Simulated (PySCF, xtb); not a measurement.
C3H9FSi2, SMILES [C@]1([C@@H](C1)[SiH3])(F)[SiH3].

The structure is a stationary point at r2SCAN-D4/def2-SVP. The structure was generated by enumeration; whether it is a known compound was not checked.

Calculation: C-PCM-ωB97X/def2-SVP run with PySCF.

The values are the electrostatic part of the solvation free energy, E(continuum) − E(gas) at the gas-phase geometry, in a cavity of scaled van der Waals radii (PySCF's table); cavitation and dispersion terms are not included. In vacuum the orbital gap is 13.16 eV. The dipole moment in vacuum is 1.12 D.

Question: Estimate the values in water (ε = 78.36), diethylether (ε = 4.24), acetonitrile (ε = 35.69). (Estimate from the structure and the level; the computed values follow.)

Answer: 
```json
[
 {"solvent": "water", "ε": "78.36", "ΔG(elec) (kcal/mol)": "-1.9", "dipole (D)": "1.47", "gap (eV)": "13.19"},
 {"solvent": "diethylether", "ε": "4.24", "ΔG(elec) (kcal/mol)": "-1.4", "dipole (D)": "1.37", "gap (eV)": "13.18"},
 {"solvent": "acetonitrile", "ε": "35.69", "ΔG(elec) (kcal/mol)": "-1.9", "dipole (D)": "1.46", "gap (eV)": "13.19"}
]
```

For comparison, GFN2-xTB/ALPB(water) (xtb, at the GFN2-xTB geometry, all terms of that model) gives -1.0 kcal/mol.
